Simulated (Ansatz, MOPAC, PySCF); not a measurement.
Stepwise substitution at one centre (Al Br-SiH3). Isolated molecules, 0 K electronic values unless said otherwise. Strings in code marks are SMILES.

Quantity: redistribution energy (mixed species minus the weighted end members), in kJ/mol. Semi-empirical values (MOPAC) are differences of heats of formation.

Level 1: frozen-core CCSD(T)/cc-pVTZ // B3LYP-D3(BJ)/def2-TZVP (Ansatz, a program for electronic structure)
Level 2: PBE-D3(BJ)/def2-TZVP // B3LYP-D3(BJ)/def2-TZVP (PySCF)
Level 3: B3LYP/6-31G* // B3LYP-D3(BJ)/def2-TZVP (PySCF)
Level 4: PM6 // B3LYP-D3(BJ)/def2-TZVP (MOPAC)

```csv
species,level 1,level 2,level 3,level 4
1 of 3 Br replaced by SiH3: `[Br][Al]([SiH3])[Br]`,-12.98,-14.22,-17.15,-32.09
2 of 3 Br replaced by SiH3: `[SiH3][Al]([SiH3])[Br]`,-8.88,-9.92,-13.25,-24.56
```
